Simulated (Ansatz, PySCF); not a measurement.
Gas-phase reaction in SMILES: F[C]F → F[C]F as doublet, charge +1 + e-
Geometries: B3LYP-D3(BJ)/def2-TZVP minima from Ansatz (a first-principles code). Unstable Hartree-Fock reference: F[C]F.

Wanted: adiabatic ionisation energy (electronic energy difference), in eV. Valence correlation only, unless marked. Open shells are spin-unrestricted. No spin-orbit coupling. Non-relativistic unless marked X2C. Basis-set limits of correlation are two-point, X^-3; Hartree-Fock from the larger set.

```json
[
 {"level": "HF/STO-3G", "program": "Ansatz", "adiabatic ionisation energy (eV)": "8.27", "minus last row": "-3.13"},
 {"level": "HF/cc-pVDZ", "program": "Ansatz", "adiabatic ionisation energy (eV)": "10.25", "minus last row": "-1.15"},
 {"level": "PBE-D4/def2-TZVPD", "program": "Ansatz + dftd4", "adiabatic ionisation energy (eV)": "11.07", "minus last row": "-0.33"},
 {"level": "BLYP/def2-TZVPD", "program": "Ansatz", "adiabatic ionisation energy (eV)": "11.12", "minus last row": "-0.28"},
 {"level": "M06-L-D4/def2-TZVPD", "program": "PySCF + dftd4", "adiabatic ionisation energy (eV)": "10.87", "minus last row": "-0.53"},
 {"level": "PBE0-D3(BJ)/def2-TZVP", "program": "Ansatz + dftd3", "adiabatic ionisation energy (eV)": "11.06", "minus last row": "-0.34"},
 {"level": "PW6B95-D3(BJ)/def2-TZVPD", "program": "PySCF + dftd3", "adiabatic ionisation energy (eV)": "11.28", "minus last row": "-0.12"},
 {"level": "MN15-D3(BJ)/def2-TZVPD", "program": "PySCF + dftd3", "adiabatic ionisation energy (eV)": "11.30", "minus last row": "-0.10"},
 {"level": "HSE06-D3(BJ)/def2-TZVPD", "program": "Ansatz + dftd3", "adiabatic ionisation energy (eV)": "11.07", "minus last row": "-0.33"},
 {"level": "LC-wPBE-D4/def2-TZVPD", "program": "Ansatz + dftd4", "adiabatic ionisation energy (eV)": "11.22", "minus last row": "-0.18"},
 {"level": "wB97M-V/def2-TZVPD", "program": "Ansatz", "adiabatic ionisation energy (eV)": "11.35", "minus last row": "-0.05"},
 {"level": "B2GP-PLYP-D3(BJ)/def2-TZVPD", "program": "Ansatz + dftd3", "adiabatic ionisation energy (eV)": "11.20", "minus last row": "-0.20"},
 {"level": "MP2/STO-3G", "program": "Ansatz", "adiabatic ionisation energy (eV)": "7.67", "minus last row": "-3.73"},
 {"level": "RI-MP2/CBS(aug-cc-pVTZ,aug-cc-pVQZ)", "program": "Ansatz", "adiabatic ionisation energy (eV)": "11.27", "minus last row": "-0.13"},
 {"level": "SCS-MP2/aug-cc-pVTZ", "program": "Ansatz", "adiabatic ionisation energy (eV)": "11.29", "minus last row": "-0.11"},
 {"level": "SCS-MP2/cc-pwCVTZ", "program": "Ansatz", "adiabatic ionisation energy (eV)": "11.15", "minus last row": "-0.25"},
 {"level": "CCSD(T)/aug-cc-pVDZ", "program": "Ansatz", "adiabatic ionisation energy (eV)": "11.36", "minus last row": "-0.04"},
 {"level": "CCSD(T)/cc-pVDZ", "program": "Ansatz", "adiabatic ionisation energy (eV)": "10.91", "minus last row": "-0.49"},
 {"level": "CCSD(T)/aug-cc-pVTZ", "program": "Ansatz", "adiabatic ionisation energy (eV)": "11.36", "minus last row": "-0.04"},
 {"level": "X2C-CCSD(T)/cc-pVTZ-DK", "program": "Ansatz", "adiabatic ionisation energy (eV)": "11.20", "minus last row": "-0.20"},
 {"level": "CCSD(T)/CBS(cc-pVTZ,cc-pVQZ)", "program": "Ansatz", "adiabatic ionisation energy (eV)": "11.40", "minus last row": "0.00"}
]
```
